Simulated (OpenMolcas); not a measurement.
An OpenMolcas run meant for Sr (ANO-R2, X2C; inactive shells 1s 2s 2p 3s 3p 3d 4s 4p; intended active space 2 electrons in 9 orbitals (4d 5s 5p)). One step of its input:

```
&CASPT2
Multistate=5 1 2 3 4 5
Frozen=8 6
IPEA=-0.1
Imaginary=0.1
MaxIter=60
WThr=0.0 0.3 0.05
PrWF=0.5
NoMix
```

The run finished. Its levels beside those of a sound run (SS-CASPT2, IPEA 0.25 Eh, imaginary shift 0.1 Eh (closed shells correlated: 4s 4p)), in cm-1 above each run's lowest level:

```
      Level  This run  Usual run
    5s2 1S0       0.0        0.0
5s 5p 3P* 0     19798      19734
5s 5p 3P* 1     20029      19965
5s 5p 3P* 2     20522      20458
  4d 5s 3D1     20553      20866
  4d 5s 3D2     20626      20939
  4d 5s 3D3     20745      21059
  4d 5s 1D2     23264      23444
5s 5p 1P* 1     29537      29733
```

Which setting is unsound, and how much does it matter here?

The IPEA shift is negative. Against the sound run the excited levels shown move by 190 cm-1 on average and by 310 cm-1 at most.

CASPT2 does not keep the components of a term degenerate, so their means are used; among the terms shown or strongly mixed into the levels shown the widest spread is 17 cm-1 (4d 5s 1D, the sound run). Some high roots are left out of the spin-orbit mixing, which shifts the levels that they would mix with. A single d shell beside an s shell can misplace configurations of different d count against each other. The ANO-R sets hold no well-fitted valence p shell for this element, so s → p excitations can come out far too high. Levels of configurations outside the active space are missing.

* marks odd parity.
